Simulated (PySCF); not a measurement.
C5H6O2.
Structure used (GFN2-xTB), in Å, numbered top down from 1:
```xyz
13
C5H6O2 angstrom
C      0.1777   -0.9410   -2.0103
C     -0.7006   -0.6667   -1.0536
C     -0.4100    0.1297    0.1321
C     -1.3095    0.3912    1.0781
O      0.8956    0.6293    0.1528
C      1.5660    0.8167    1.2771
O      1.2203    0.5974    2.3982
H     -0.0898   -1.5363   -2.8658
H      1.1901   -0.5769   -1.9683
H     -1.7150   -1.0346   -1.1083
H     -1.0850    0.9821    1.9463
H     -2.3048   -0.0059    0.9984
H      2.5606    1.2155    1.0056
```

Jobs on this species (13 atoms, 52 electrons) with PySCF (density fitting). Hardware of each: an Arm Neoverse V1 with one thread, shared host. Other jobs ran on the host; a repeat could differ by tens of per cent or more.

| level and settings | work | basis functions | SCF cycles | wall time |
| --- | --- | --- | --- | --- |
| PBE0/pcSseg-1 | shieldings, charges and field gradients | 149 | ? | ? |
| delta-SCF UKS SCAN, pcX-2 on the ionised atom, pcseg-1 elsewhere, spin-free X2C | ΔSCF core ionisation, 7 holes | 159 | 170 | 89 s |
| wB97X-D/def2-SVPD | 8 singlets by full TDDFT, 3 Tamm–Dancoff triplets, polarisability | 194 | 14 | 29 s |

**Question.** Fill in the missing figures.

**Answer.** 
- PBE0/pcSseg-1; shieldings, charges and field gradients: 17 s, 15 SCF cycles

**Question.** What do all jobs in the table cost together?

**Answer.** About 2.2 min; the longest takes about 66 % of that, and about 5.2 times as long as the shortest.
